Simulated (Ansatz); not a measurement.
The same path of C2H8OSi + H2 (14 atoms, charge 0, multiplicity 1) was run 3 times with different band settings. Lost on the way: Si1–C2, H7–H8. Made: Si1–H8, C2–H7.

Method: UKS B3LYP-D4/6-31G* in Ansatz 0.2.0.

Relaxed end points:

```xyz
14
Properties=species:S:1:pos:R:3
Si -1.199 0.214 0.494
C 0.058 -0.783 -0.478
C 0.708 0.023 -1.616
H -2.283 0.702 -0.415
H -0.551 1.428 1.080
O -1.812 -0.782 1.687
H 2.622 0.782 1.740
H 1.903 0.930 1.626
H 0.825 -1.149 0.216
H -0.440 -1.675 -0.879
H 1.234 0.906 -1.233
H 1.438 -0.580 -2.167
H -0.039 0.374 -2.338
H -2.465 -0.389 2.283
```

```xyz
14
Properties=species:S:1:pos:R:3
Si -1.292 1.440 1.226
C 0.722 -1.454 -0.708
C 1.212 -0.197 -1.430
H -1.858 0.983 -0.076
H -2.358 2.217 1.922
O -0.736 0.171 2.156
H 0.414 -1.224 0.318
H -0.122 2.316 0.988
H 1.509 -2.216 -0.658
H -0.136 -1.900 -1.226
H 2.066 0.253 -0.910
H 1.528 -0.420 -2.457
H 0.423 0.563 -1.487
H -1.373 -0.532 2.342
```

Common settings: movable images 5; climbing image yes; optimiser quadratic models (default); start path through a guess of the saddle point; force threshold 0.05 eV/Å; iteration limit 60; end points relaxed.

| run | spring |
| --- | --- |
| 1 | 5.0 eV/Å² |
| 2 | 0.5 eV/Å² |
| 3 | 0.1 eV/Å² |

(1) What does each run give, and how far can it be trusted?

## Answers

(1) Run 1: converged after 18 iterations, highest image 3.034 eV above the first end. Neighbouring images differ by up to 3.2 eV, so the band resolves the path poorly. A vibrational analysis at the climbing image gives one clearly imaginary mode, 1621i cm⁻¹: a first-order saddle point.
Run 2: converged after 26 iterations, highest image 3.029 eV above the first end. Neighbouring images differ by up to 3.2 eV, so the band resolves the path poorly. The order of the stationary point at the top wasn't checked.
Run 3: converged after 38 iterations, highest image 3.034 eV above the first end. Neighbouring images differ by up to 3.2 eV, so the band resolves the path poorly. Another band between the same ends (5 images) ends at a top of the same energy, where a vibrational analysis finds 1 clearly imaginary mode.
The orbitals stay closed-shell, which can raise the energy where a bond breaks towards radicals; this wasn't checked here.
